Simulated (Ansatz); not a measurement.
Relaxation of CH5AlClN (9 atoms, charge 0, multiplicity 1), to a largest force component of 0.015 eV/Å in at most 40 steps.

Level of theory: RKS B3LYP/def2-mTZVP in Ansatz 0.2.0.

```xyz
9
Properties=species:S:1:pos:R:3
C -0.206 1.364 -0.590
Al -0.267 -0.539 -0.182
N 0.414 -1.154 1.467
Cl -1.012 -1.968 -1.643
H 0.342 1.578 -1.540
H 0.196 1.984 0.242
H -1.269 1.759 -0.758
H -0.319 -1.689 1.949
H 0.572 -0.300 2.118
```

Question: Where does it end, and by what steps?

Answer: The forces met the threshold. The force dipped under the threshold on the way, but the program's further checks kept it going. After 14 steps the energy has fallen by 0.555 eV; H8 moved furthest, 0.51 Å.

| step | energy less start (eV) | largest force component (eV/Å) | accepted |
| --- | --- | --- | --- |
| 0 | 0.0000 | 2.264 | yes |
| 1 | -0.2980 | 1.606 | yes |
| 2 | -0.4104 | 1.766 | yes |
| 3 | -0.5002 | 0.733 | yes |
| 4 | -0.4785 | 0.595 | no |
| 5 | -0.5467 | 0.289 | yes |
| 6 | -0.5539 | 0.067 | yes |
| 7 | -0.5544 | 0.024 | yes |
| 8 | -0.5546 | 0.006 | yes |
| 9 | -0.5546 | 0.020 | yes |
| 10 | -0.5547 | 0.021 | yes |
| 11 | -0.5547 | 0.029 | yes |
| 12 | -0.5548 | 0.018 | yes |
| 13 | -0.5548 | 0.025 | yes |
| 14 | -0.5548 | 0.005 | yes |

```xyz
9
Properties=species:S:1:pos:R:3
C -0.224 1.425 -0.648
Al -0.340 -0.439 -0.099
N 0.126 -1.024 1.504
Cl -1.058 -1.924 -1.442
H 0.415 1.544 -1.526
H 0.179 2.063 0.142
H -1.205 1.822 -0.923
H 0.071 -1.988 1.804
H 0.485 -0.445 2.251
```

Whether the end is a true minimum wasn't checked by a vibrational analysis.

Run time: 22 s on 2 threads of Intel(R) Xeon(R) 6985P-C CPU @ 2.30GHz (Granite Rapids) (shared host), peak memory 0.21 GiB.
